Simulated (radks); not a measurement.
Excited configurations of Ca I: one electron is placed in a higher orbital outside [Ar] 4s1. The ground configuration is [Ar] 4s2. All-electron calculation, scalar-relativistic Kohn-Sham, r2SCAN, spin-polarised, spherical densities, finite nucleus; open shells are filled with parallel spins first; meta-GGA in the generalised Kohn-Sham scheme; Fermi nuclear charge, rms radius 3.4776 fm. Program: a radial shooting solver on a logarithmic mesh with Libxc functionals. Excitation = E - E(ground); binding = E(ion) - E, where the ion is the core of charge +1; n* = 1/sqrt(2 binding) in atomic units, and the quantum defect is n - n*.

outer orbital,excitation (eV),binding (eV),n*,quantum defect,eigenvalue (eV)
3d,1.832,4.000,1.844,1.156,-0.817
5s,3.630,2.202,2.486,2.514,-1.361
5d,4.906,0.925,3.834,1.166,-0.521
6f,5.396,0.436,5.587,0.413,-0.271
7f,5.506,0.325,6.466,0.534,-0.211

The Delta-SCF ionisation energy is 5.832 eV (NIST Atomic Spectra Database: 6.113 eV, measured). Self-interaction in the functional shifts the binding energies and quantum defects, so they are the method's values and not measured ones.
